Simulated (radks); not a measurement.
Values are calculated unless marked as measured or tabulated.
Effect of the nuclear size on the strontium ion Sr+, [Kr] 5s1. Level of theory: Dirac Kohn-Sham, LDA (Slater exchange, Perdew-Wang correlation), spin-unpolarised, spherical densities, finite nucleus; Fermi nuclear charge, rms radius 4.224 fm (a radial shooting solver on a logarithmic mesh with Libxc functionals). The rms radius is varied about that value; shifts are against it.

| rms radius (fm) | total energy shift (eV) | density at nucleus (e/bohr^3) | 1s1/2 shift (meV) | 2s1/2 shift (meV) | 3p1/2 shift (meV) | 4s1/2 shift (meV) |
|---|---|---|---|---|---|---|
| 3.6326 | -0.216 | 6.152e+04 | -91.4 | -9.41 | 0.154 | -0.198 |
| 3.9325 | -0.110 | 6.108e+04 | -46.6 | -4.80 | 0.079 | -0.101 |
| 4.224 | 0 | 6.07e+04 | 0.000 | 0.000 | 0.000 | 0.000 |
| 4.6253 | 0.163 | 6.021e+04 | 69.1 | 7.12 | -0.117 | 0.150 |
| 4.9041 | 0.284 | 5.99e+04 | 121 | 12.4 | -0.203 | 0.262 |

Slopes of the eigenvalues against <r^2> in GHz/fm^2, as finite differences over the two radii next to the reference (eigenvalue slopes, not the field-shift constants of lines): 1s1/2 4720, 2s1/2 486, 3p1/2 -7.96, 4s1/2 10.2.
